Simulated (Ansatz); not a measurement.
| atom | x (Å) | y (Å) | z (Å) |
| --- | --- | --- | --- |
| H | 0.0000 | 0.0000 | -0.3500 |
| H | 0.0000 | 0.0000 | 0.3500 |

Basis set: 6-31G* (spherical functions). All electrons are correlated. Charge 0, multiplicity 1.

Computed with Ansatz (development build ahead of 0.2.0); each method stands on the lowest determinant of its kind that the runs found. Restricted open shells among the atoms or ions are ROHF, correlated in semicanonical orbitals with singles.

Question: Give the atomization energy at this shape (free ground-state atoms in the same class of orbitals less the molecule, no zero-point energy) of singlet H₂ by RHF-MP2, RHF.

Answer:

```csv
method,atomization energy
RHF-MP2,3.99 eV
RHF,3.53 eV
```
